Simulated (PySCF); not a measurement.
Property card for `CO[C@H]1C[Si@@H](c2cccs2)C1`

Compound: C8H12OSSi.
Atom-mapped SMILES: `[CH3:1][O:2][C@H:3]1[CH2:4][Si@@H:5]([c:6]2[cH:7][cH:8][cH:9][s:10]2)[CH2:11]1` (hydrogens: H12, H13, H14 on C1; H15 on C3; H16, H17 on C4; H18 on Si5; H19 on C7; H20 on C8; H21 on C9; H22, H23 on C11)

Geometry (PBE0-D3(BJ)/def2-SVP, Å), atoms numbered from 1 in this order:
```xyz
23
C8H12OSSi angstrom
C     -3.8924   -0.6083   -0.6042
O     -2.7643   -1.3764   -0.3177
C     -1.8450   -0.7424    0.5217
C     -0.6729   -1.6696    0.8851
Si     0.4282   -0.1308    0.9011
C      2.0870   -0.1959    0.0606
C      2.4049   -0.7395   -1.1693
C      3.7758   -0.6059   -1.5126
C      4.4946    0.0409   -0.5377
S      3.5012    0.4793    0.7850
C     -1.0800    0.4707   -0.0758
H     -4.4454   -0.3272    0.3147
H     -3.6408    0.3237   -1.1460
H     -4.5571   -1.2104   -1.2392
H     -2.3560   -0.4125    1.4521
H     -0.8173   -2.3416    1.7411
H     -0.4260   -2.2762   -0.0030
H      0.6125    0.5139    2.2358
H      1.6669   -1.2256   -1.8112
H      4.2160   -0.9726   -2.4409
H      5.5582    0.2778   -0.5346
H     -0.9023    0.2898   -1.1502
H     -1.5221    1.4676    0.0538
```

Among its groups: aromatic ring with sulfur, ether, Si–H bond and C–Si bond.

**PBE0-D3(BJ)/def2-SVP geometry optimisation, gas phase (PySCF)**

* Point group: C1
* Rotational constants A, B, C: 2.515, 0.363, 0.342 GHz

wB97X-D/def2-SVPD ground state and vertical TDDFT (core frozen in the response) (PySCF):

- Dipole moment: 0.95 D
- HOMO energy: -8.68 eV
- LUMO energy: 0.77 eV
- HOMO–LUMO gap: 9.45 eV
- Lowest singlet excitation: 5.46 eV (227 nm, f = 0.284)
- Strongest line among the 10 lowest singlet transitions: S1 at 5.46 eV (227 nm, f = 0.284)
- Lowest triplet excitation (Tamm–Dancoff): 3.70 eV
- Static isotropic polarisability: 140.7 au
- Electronic spatial extent ⟨r²⟩ about the centre of nuclear charge: 3217 bohr²

PBE0/pcSseg-1 ground state and GIAO shieldings, non-relativistic (PySCF):

* Lowest Hirshfeld atomic charge: -0.18 e on C11
* Highest Hirshfeld atomic charge: +0.34 e on Si5
* 13C chemical shifts (computed TMS as zero) by class: 142.3 (C7), 140.2 (C9), 139.9 (C6), 133.9 (C8), 72.3 (C3), 55.3 (C1), 26.1 (C4/C11) ppm
* 1H chemical shifts (computed TMS as zero) by class: 7.62 (H19), 7.45 (H21), 7.37 (H20), 4.84 (H18), 3.48 (H15), 3.22 (H12/H13/H14), 1.90 (H16/H23), 1.47 (H17/H22) ppm
* Isotropic shieldings of nuclei other than C and H, by class: 270 (O2), 392 (Si5), 235 (S10) ppm
* Mayer bond orders between heavy atoms: C1–O2 0.94, O2–C3 0.92, C3–C4 0.98, C4–Si5 0.94, Si5–C6 0.82, C6–C7 1.55, C7–C8 1.31, C8–C9 1.55, C9–S10 1.20, Si5–C11 0.93, C11–C3 0.98, S10–C6 1.16

Monoisotopic mass (most abundant isotopes): 184.0378 u.

No computed singlet falls in the visible range (750 to 380 nm, 1.65 to 3.26 eV); S1 lies 2.20 eV above its blue end. The vertical singlet–triplet gap S1 − T1 is 1.76 eV (TDDFT singlet less Tamm–Dancoff triplet; S1: HOMO→LUMO, weight 0.87; T1: HOMO→LUMO, weight 0.84). The rotational constants make it an asymmetric top with κ = (2B − A − C)/(A − C) = -0.98, nearer the prolate limit (−1). S1 lies 3.99 eV below the HOMO–LUMO gap; its leading configuration is HOMO→LUMO, weight 0.87. The polarisability is 20.84 Å³ as a volume (1 au = 0.148185 Å³), or 1.44 au for each of the 98 electrons.

 NMR classes are plain means over equivalent atoms (diastereotopic ones count apart unless rotation or inversion swaps them), as if these changed places fast; in this geometry the members of some classes differ.

One conformer stands for the species.
